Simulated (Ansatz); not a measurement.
Consider the atomization: `CC1(O)C[SiH2]1` → 3 C• + 8 H• + O• + Si•.

Computed with Ansatz on PBE0-D4/def2-TZVP structures; ΔE is electronic, products minus reactants. CCSD(T)/CBS is the MP2 limit (def2-TZVPP, def2-QZVPP) plus CCSD(T) − MP2 in def2-TZVPP, frozen cores. This one scheme is used for every species, atoms too. Functionals use def2-TZVPP. B3LYP here is the variant with VWN-RPA as its local correlation; programs differ in this. HSE06 is defined as in plane-wave codes. Open shells (•) are unrestricted, without spin–orbit coupling. Spin–orbit coupling would lower the free atoms: a little for C, O, Si. Each species was taken in one conformer, which may not be the lowest.

`CC1(O)C[SiH2]1`:

Cartesian coordinates in Å:
```
C 0.755 -1.123 -0.709
C 0.348 0.164 -0.044
O 1.370 1.130 0.004
C -0.968 0.787 -0.502
Si -1.001 0.221 1.266
H 1.578 -1.602 -0.171
H 1.081 -0.926 -1.736
H -0.075 -1.833 -0.740
H 2.033 0.833 0.632
H -1.519 0.248 -1.267
H -0.911 1.856 -0.678
H -0.931 1.246 2.328
H -1.760 -1.001 1.616
```

Problem. What is ΔE at CCSD(T)/CBS? (An estimate is asked.)

Solution. Ansatz gave: +50.25 eV.

Problem. What do these levels give: B3LYP-D4, HSE06-D4, r2SCANh, HSE06, CCSD(T)/def2-SVP, CCSD/def2-TZVPP? (An estimate is asked.)

Solution. Computed: B3LYP-D4 50.17, HSE06-D4 50.48, r2SCANh 50.07, HSE06 50.26, CCSD(T)/def2-SVP 47.73, CCSD/def2-TZVPP 48.26 eV.

Largest T1 diagnostic among the species: 0.012.

Leaving LDA and LC-ωPBE aside and taking each functional with its dispersion term where it has one, the values, not all of them listed here, spread over 2.46 eV, from BHLYP-D4 to PBE-D4. LDA lies +6.67 eV from PBE without D4, its usual overbinding. From r2SCAN to r2SCAN0 (25 % exact exchange), in def2-TZVPP and without D4, ΔE moves by −0.69 eV: exact exchange takes away binding that semilocal exchange gives to molecules. At CCSD(T), def2-SVP lies −2.53 eV from the extrapolated value and def2-TZVPP −1.26 eV: correlation converges slowly with the basis, and small sets miss more of it in the bonded molecule than in its fragments.

For atomizations the MP2-based limit and the directly extrapolated one differ by several kJ/mol either way, and by 10 to 25 for some Ge, Se and Sn compounds, so smaller differences from it don't rank the levels.
